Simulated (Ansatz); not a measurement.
Start from `CCC(O)F` and change one atom or group to get `OC(F)[O][GeH3]`.

Ansatz, PBE0-D4/def2-TZVP geometries, multiplicity 1. Each molecule was computed in one conformer, which needn't be the lowest.

Scalar relativity is left out up to krypton.

```csv
property,`CCC(O)F`
LUMO energy (PBE/def2-TZVPP) / eV,0.12
LUMO energy (B3LYP/def2-TZVPP) / eV,0.59
LUMO energy (PBE0/def2-TZVPP) / eV,0.99
LUMO energy (ωB97M-V/def2-TZVPP) / eV,2.40
HOMO energy (ωB97M-V/def2-TZVPP) / eV,-11.27
HOMO–LUMO gap (PBE0/def2-TZVPP) / eV,9.81
```

(1) What does the change do to each property? (An estimate is asked.)

## Answers

(1) Computed: 
```csv
property,`OC(F)[O][GeH3]`,shift
LUMO energy (PBE/def2-TZVPP) / eV,-0.52,-0.64
LUMO energy (B3LYP/def2-TZVPP) / eV,0.12,-0.47
LUMO energy (PBE0/def2-TZVPP) / eV,0.39,-0.60
LUMO energy (ωB97M-V/def2-TZVPP) / eV,2.19,-0.21
HOMO energy (ωB97M-V/def2-TZVPP) / eV,-11.18,0.09
HOMO–LUMO gap (PBE0/def2-TZVPP) / eV,9.23,-0.58
```

B3LYP here is the variant with VWN-RPA as its local correlation; programs differ in this.

Positive LUMOs are unbound, so they and the gaps depend on the basis.
